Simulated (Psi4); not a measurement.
zirconium atom (Zr), triplet (core potentials on Zr); SVWN/def2-SVP run with Psi4.

Psi4 was given this input:
```
memory 2 GB

molecule {
0 3
  Zr    0.00000000    0.00000000    0.00000000
}

set basis def2-svp
set reference uks

energy('svwn')
print_variables()
```

What the program printed (banner, timings and long lists left out):

```
   => Loading Basis Set <=

    Name: DEF2-SVP
    Role: ORBITAL
    Keyword: BASIS

    !!!  WARNING: ECP capability is in beta. Please check occupations closely.  !!!

         ---------------------------------------------------------
                                   SCF
               by Justin Turney, Rob Parrish, Andy Simmonett
                          and Daniel G. A. Smith
                              UKS Reference
         ---------------------------------------------------------

  ==> Geometry <==

    Molecular point group: d2h
    Geometry (in Angstrom), charge = 0, multiplicity = 3:

       Center              X                  Y                   Z               Mass
    ------------   -----------------  -----------------  -----------------  -----------------
         ZR           0.000000000000     0.000000000000     0.000000000000    89.904697700000

  Running in d2h symmetry.

  Rotational constants: A = ************  B = ************  C = ************ [cm^-1]
  Rotational constants: A = ************  B = ************  C = ************ [MHz]
  Nuclear repulsion =    0.000000000000000

  Charge       = 0
  Multiplicity = 3
  Electrons    = 12
  Nalpha       = 7
  Nbeta        = 5

  ==> Algorithm <==

  SCF Algorithm Type is DF.
  DIIS enabled.
  MOM disabled.
  Fractional occupation disabled.
  Guess Type is CORE.
  Energy threshold   = 1.00e-06
  Density threshold  = 1.00e-06
  Integral threshold = 1.00e-12

  ==> Primary Basis <==

  Basis Set: DEF2-SVP
    Blend: DEF2-SVP
    Number of shells: 11
    Number of basis functions: 31
    Number of Cartesian functions: 36
    Spherical Harmonics?: true
    Max angular momentum: 3

  Core potential: DEF2-SVP
    Number of shells: 4
    Number of ECP primitives: 14
    Number of ECP core electrons: 28
    Max angular momentum: 3

  ==> DFT Potential <==

   => LibXC <=

    Version 7.1.2
    S. Lehtola, C. Steigemann, M. J. T. Oliveira, and M. A. L. Marques,  SoftwareX 7, 1–5 (2018) (10.1016/j.softx.2017.11.002)

   => Composite Functional: SVWN <=

    Slater exchange
    Vosko, Wilk & Nusair (VWN5_RPA)
    P. A. M. Dirac,  Math. Proc. Cambridge Philos. Soc. 26, 376 (1930) (10.1017/S0305004100016108)
    F. Bloch,  Z. Phys. 57, 545 (1929) (10.1007/BF01340281)
    S. H. Vosko, L. Wilk, and M. Nusair,  Can. J. Phys. 58, 1200 (1980) (10.1139/p80-159)

    Deriv               =              1
    GGA                 =          FALSE
    Meta                =          FALSE

    Exchange Hybrid     =          FALSE
    MP2 Hybrid          =          FALSE

   => Exchange Functionals <=

    1.0000         XC_LDA_X

   => Correlation Functionals <=

    1.0000   XC_LDA_C_VWN_RPA

   => LibXC Density Thresholds  <==

    XC_LDA_C_VWN_RPA:  1.00E-15
    XC_LDA_X:  1.00E-15

   => Molecular Quadrature <=

    Radial Scheme          =       TREUTLER
    Pruning Scheme         =           NONE
    Nuclear Scheme         =       TREUTLER

    Blocking Scheme        =         OCTREE
    BS radius alpha        =              1
    Pruning alpha          =              1
    Radial Points          =             75
    Spherical Points       =            302
    Total Points           =          21436
    Total Blocks           =            246
    Max Points             =            251
    Max Functions          =             31
    Weights Tolerance      =       1.00E-15

   => Loading Basis Set <=

    Name: (DEF2-SVP AUX)
    Role: JKFIT
    Keyword: DF_BASIS_SCF

  ==> Integral Setup <==

  SCF_SUBTYPE=INCORE selected. In-core MEM_DF algorithm will be used.
  Using in-core AOs.

  ==> MemDFJK: Density-Fitted J/K Matrices <==

    J tasked:                   Yes
    K tasked:                    No
    wK tasked:                   No
    Algorithm:                 Core
    Schwarz Cutoff:           1E-12
    Mask sparsity (%):       0.0000
    Fitting Condition:        1E-10

   => Auxiliary Basis Set <=

  Basis Set: (DEF2-SVP AUX)
    Blend: DEF2-UNIVERSAL-JKFIT
[...]
    NA   [     3,    0,    0,    1,    0,    1,    1,    1 ]
    NB   [     2,    0,    0,    0,    0,    1,    1,    1 ]

   @DF-UKS iter   4:   -46.93470851104170    2.03780e-02   1.12828e-02 ADIIS/DIIS
   @DF-UKS iter   5:   -46.96716562870117   -3.24571e-02   3.28647e-03 ADIIS/DIIS
   @DF-UKS iter   6:   -46.96951090761949   -2.34528e-03   2.61559e-03 ADIIS/DIIS
   @DF-UKS iter   7:   -46.97063944325028   -1.12854e-03   1.34145e-03 ADIIS/DIIS
   @DF-UKS iter   8:   -46.97084124143589   -2.01798e-04   8.52862e-04 ADIIS/DIIS
   @DF-UKS iter   9:   -46.97099247593636   -1.51235e-04   4.39910e-04 ADIIS/DIIS
   @DF-UKS iter  10:   -46.97105042218907   -5.79463e-05   1.06849e-04 ADIIS/DIIS
   @DF-UKS iter  11:   -46.97105438299958   -3.96081e-06   5.84379e-05 DIIS
   @DF-UKS iter  12:   -46.97105560269943   -1.21970e-06   3.18861e-05 DIIS
   @DF-UKS iter  13:   -46.97105687745420   -1.27475e-06   1.53844e-05 DIIS
   @DF-UKS iter  14:   -46.97105736995159   -4.92497e-07   2.18750e-06 DIIS
   @DF-UKS iter  15:   -46.97105737104945   -1.09786e-09   8.85831e-07 DIIS
  Energy and wave function converged.

  ==> Post-Iterations <==

   Electrons on quadrature grid:
      Nalpha   =    7.0000000000 ; deviation = 1.510e-14
      Nbeta    =    5.0000000000 ; deviation = 1.243e-14
      Ntotal   =   12.0000000000 ; deviation = 2.753e-14

   @Spin Contamination Metric:   2.856955249E-03
   @S^2 Expected:                2.000000000E+00
   @S^2 Observed:                2.002856955E+00
   @S   Expected:                1.000000000E+00
   @S   Observed:                1.000000000E+00

    Orbital Energies [Eh]
    ---------------------

    Alpha Occupied:

[...]
       3Ag    -0.169313

    Alpha Virtual:

[...]
    Beta Occupied:

[...]
    Beta Virtual:

[...]
    Final Occupation by Irrep:
             Ag   B1g   B2g   B3g    Au   B1u   B2u   B3u
    DOCC [     2,    0,    0,    0,    0,    1,    1,    1 ]
    SOCC [     1,    0,    0,    1,    0,    0,    0,    0 ]
    NA   [     3,    0,    0,    1,    0,    1,    1,    1 ]
    NB   [     2,    0,    0,    0,    0,    1,    1,    1 ]

  @DF-UKS Final Energy:   -46.97105737104945

   => Energetics <=

    Nuclear Repulsion Energy =              0.0000000000000000
    One-Electron Energy =                 -77.8023463974465415
    Two-Electron Energy =                  36.6728169208641788
    DFT Exchange-Correlation Energy =      -5.8415278944670854
    Empirical Dispersion Energy =           0.0000000000000000
    VV10 Nonlocal Energy =                  0.0000000000000000
    Total Energy =                        -46.9710573710494472

  UHF NO Occupations:
  HONO-2 :    2 Ag 1.9986253
  HONO-1 :    1B3g 1.0000000
  HONO-0 :    3 Ag 1.0000000
  LUNO+0 :    4 Ag 0.0013747
  LUNO+1 :    2B2u 0.0000174
  LUNO+2 :    2B3u 0.0000173
  LUNO+3 :    2B1u 0.0000173

Computation Completed

Properties will be evaluated at   0.000000,   0.000000,   0.000000 [a0]

Properties computed using the SCF density matrix

 Multipole Moments:

 ------------------------------------------------------------------------------------
     Multipole            Electronic (a.u.)      Nuclear  (a.u.)        Total (a.u.)
 ------------------------------------------------------------------------------------

 L = 1.  Multiply by 2.5417464519 to convert [e a0] to [Debye]
 Dipole X            :          0.0000000            0.0000000            0.0000000
 Dipole Y            :          0.0000000            0.0000000            0.0000000
 Dipole Z            :          0.0000000            0.0000000            0.0000000
 Magnitude           :                                                    0.0000000

 ------------------------------------------------------------------------------------

  Variable Map:
  ----------------------------------------------------------------------------
[...]
  Array Variable Map:
  ----------------------------------------------------------------------------
[...]
[...]
```
